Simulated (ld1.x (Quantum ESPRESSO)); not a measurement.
Reading a pseudo-wave (Sn)

Columns: radius, all-electron u(r) and pseudo u(r) of the 5p shell (level -4.03 eV) of tin in the configuration [Kr] 4d10 5s1.75 5p2.25; LDA (PZ), scalar-relativistic, TM scheme, ld1.x (Quantum ESPRESSO) 7.5.

| r (bohr) | all-electron | pseudo |
| --- | --- | --- |
| 0.125 | 0.0085 | -0.0024 |
| 0.250 | -0.1651 | -0.0095 |
| 0.375 | -0.0313 | -0.0215 |
| 0.500 | 0.1541 | -0.0387 |
| 0.625 | 0.2521 | -0.0612 |
| 0.750 | 0.2514 | -0.0895 |
| 0.875 | 0.1830 | -0.1237 |
| 1.000 | 0.0799 | -0.1639 |
| 1.125 | -0.0346 | -0.2099 |
| 1.250 | -0.1462 | -0.2607 |
| 1.375 | -0.2477 | -0.3149 |
| 1.500 | -0.3358 | -0.3704 |
| 1.625 | -0.4095 | -0.4245 |
| 1.750 | -0.4694 | -0.4742 |
| 1.875 | -0.5166 | -0.5173 |
| 2.000 | -0.5523 | -0.5520 |
| 2.125 | -0.5781 | -0.5779 |
| 2.250 | -0.5953 | -0.5953 |
| 2.375 | -0.6052 | -0.6052 |
| 2.500 | -0.6090 | -0.6090 |
| 2.625 | -0.6076 | -0.6076 |
| 2.750 | -0.6020 | -0.6020 |
| 2.875 | -0.5928 | -0.5928 |
| 3.000 | -0.5809 | -0.5809 |
| 3.125 | -0.5668 | -0.5668 |
| 3.250 | -0.5509 | -0.5509 |

Q: How many radial nodes do the two functions have?

A: The all-electron 5p function has n − l − 1 = 3; the pseudo-wave has 0, since the states of the same l below it are removed with the core.

Q: At about which radius was the pseudo-wave matched?

A: 2.50 bohr. The columns agree to 0.0005 from 2.00 bohr on; several derivatives are matched, so the curves merge somewhat inside the radius.

Q: Is the pseudo-wave norm-conserving?

A: Yes: the TM scheme keeps the norm inside the radius equal to the all-electron one, which fixes the energy derivative of the logarithmic derivative at the level.
